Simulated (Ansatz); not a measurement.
Reaction: CH2I2 (diiodomethane, SMILES ICI) → I (doublet) + CH2I (SMILES [CH2]I, doublet) (the C-I bond breaks)
Each species at its own B3LYP-D3(BJ)/def2-TZVP minimum (Ansatz, a quantum-chemistry and plane-wave program).

Total energies in hartree (Ansatz). Open shells are spin-unrestricted; no spin-orbit coupling. Cores are frozen in correlated methods (noble-gas shells, and filled d and f shells in the p block). Past Kr the def2 sets carry scalar-relativistic core potentials. Spin-orbit terms, left out, reach several kcal/mol for Br and I, and more for heavier atoms.

| species | HF/def2-TZVPP | CCSD(T)/def2-TZVPP | HF/def2-QZVPP | CCSD(T)/def2-QZVPP | CCSD(T)/def2-SVP | CCSDT(Q)/def2-SVP |
|---|---|---|---|---|---|---|
| 1: CH2I2 (diiodomethane, SMILES ICI) | -632.35618 | -632.86867 | -632.36070 | -632.92300 | -632.67004 | -632.67148 |
| 2: I (doublet) | -296.65857 | -296.79430 | -296.65973 | -296.81374 | -296.74085 | -296.74112 |
| 3: CH2I (SMILES [CH2]I, doublet) | -335.65606 | -335.98469 | -335.65942 | -336.01654 | -335.84774 | -335.84892 |

Task: Work out the bond dissociation energy (electronic) in kJ/mol: take Hartree-Fock from def2-QZVPP, extrapolate the CCSD(T) correlation energy as X^-3 (X = 3, 4), and add CCSDT(Q) - CCSD(T) in def2-SVP. 1 hartree = 2625.5 kJ/mol.

Result: 
Species 1: correlation (64·(-0.56230) - 27·(-0.51249))/37 = -0.59865; step -0.00144; E1 = -632.36070 + (-0.59865) + (-0.00144) = -632.96079
Species 2: correlation (64·(-0.15401) - 27·(-0.13573))/37 = -0.16735; step -0.00027; E2 = -296.65973 + (-0.16735) + (-0.00027) = -296.82735
Species 3: correlation (64·(-0.35712) - 27·(-0.32863))/37 = -0.37791; step -0.00118; E3 = -335.65942 + (-0.37791) + (-0.00118) = -336.03851
-1·E1 +1·E2 +1·E3 = 0.09493 hartree = 249.2 kJ/mol.
